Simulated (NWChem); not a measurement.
Molecule: CH2F4Si; SMILES FC(F)[SiH](F)F

```xyz
8

F     -0.0791    -1.6645     1.1146
C      0.3971    -1.0129     0.0000
F     -0.0791    -1.6645    -1.1146
Si    -0.3297     0.7466     0.0000
F      0.2141     1.5156    -1.2959
F      0.2141     1.5156     1.2959
H      1.4906    -1.1014     0.0000
H     -1.8032     0.7157     0.0000
```
Atoms are numbered in this order, from 1.

All runs: NWChem. Pople sets run with spherical d functions. All runs use the structure optimised with B3LYP/6-31G* (spherical d). B3LYP is NWChem's, with the RPA form of VWN correlation. Atomic charges in e: unrestrained fits to the electrostatic potential beside Mulliken populations; buried atoms are poorly determined by the fit.

For level B3LYP/def2-SVP:

```yaml
Mulliken F1: -0.24
Mulliken C2: 0.27
Mulliken F3: -0.24
ESP Si4: 0.79
Mulliken Si4: 0.91
Mulliken F5: -0.32
```

### Question
What are these values for level Hartree-Fock/6-31G*?

### Answer
The Mulliken F1 comes out as -0.44 and the Mulliken C2 comes out as 0.45. The Mulliken F3 comes out as -0.44. The ESP Si4 is 0.92 and the Mulliken Si4 comes out as 1.42. The Mulliken F5 comes out as -0.52.
